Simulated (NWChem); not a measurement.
# SiNH4O2Cl; SMILES N[Si](O)(O)Cl

Computed with NWChem. Pople sets run with spherical d functions. Each level has its own optimisation; frequencies are unscaled. One conformer.

```csv
level,r N–Si (Å),r H–N (Å),r Cl–Si (Å),r H–O (Å),highest harmonic frequency (cm⁻¹),lowest (cm⁻¹),zero-point energy (kcal/mol),dipole (D)
Hartree-Fock/3-21G,1.700,1.000,2.177,0.959,4012,131,37.7,3.26
Hartree-Fock/6-31G*,1.694,0.998,2.066,0.948,4121,133,38.1,2.07
PBE0/def2-SVP,1.701,1.013,2.071,0.962,3935,122,35.8,1.63
```
